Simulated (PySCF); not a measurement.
C2H3N. Atoms are numbered in the order given.

```xyz
6

C      0.0000     0.0000    -1.1739
C      0.0000     0.0000     0.2805
N      0.0000     0.0000     1.4298
H      0.8864     0.5118    -1.5495
H      0.0000    -1.0235    -1.5495
H     -0.8864     0.5118    -1.5495
```

The structure is a stationary point at B3LYP-D3(BJ)/def2-TZVP.

Level of theory: HF/pcSseg-2 run with PySCF.

GIAO shieldings, no solvent; atoms alike by connectivity are averaged. δ = σ(ref) − σ: ¹³C against TMS (σ = 193.3 ppm); ¹⁵N against NH3 (σ = 262.2 ppm); ¹H against TMS (σ = 31.98 ppm), references at their B3LYP-D3(BJ)/def2-TZVP geometries, non-relativistic.

```csv
atoms,nucleus,count,δ (ppm)
C2,¹³C,1,[?]
C1,¹³C,1,1.6
N3,¹⁵N,1,299.6
"H4, H5, H6",¹H,3,[?]
```

Question: Complete the blanks. (The exact figures need the calculation; the answer reports its results.)

Answer: 
- C2, δ (ppm): 128.0
- H4, H5, H6, δ (ppm): 1.85
